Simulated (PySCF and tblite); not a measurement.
Results of a calculation; reference values are marked as such.
System: C₆H₆O, numbered as in [CH:1]1=[CH:2][CH:3]=[CH:4][O:5][CH:6]=[CH:7]1.

For the inversion of the 7-membered ring (1–2–3–4–5–6–7): electronic barrier 3.59 kcal/mol, zero-point change 0.36 kcal/mol, thermal and entropy terms at 298.15 K a further 0.47 kcal/mol (symmetry numbers apart). The minimum is Cs, the saddle C2v. Level: PBE0/pcSseg-1 + D3(BJ) on PBE0-D3(BJ)/def2-SVP stationary points, with GFN2-xTB thermal terms. Rates follow Eyring's equation with the number of equivalent paths and no tunnelling. Run with tblite and PySCF.

(1) How many equivalent paths lead out of the minimum?

(2) Work out the rate at 298.15 K.

Results:

(1) 1: the symmetry number of the minimum is 1, that of the saddle displaced along its mode 1.

(2) ΔG‡ = 4.42 kcal/mol; k_B T/h = 6.2×10¹² s⁻¹; exp(−ΔG‡/RT) = 0.00058; times 1 gives k = 3.6×10⁹ s⁻¹. Wigner's tunnelling factor for the 66i cm⁻¹ mode would be 1.00.
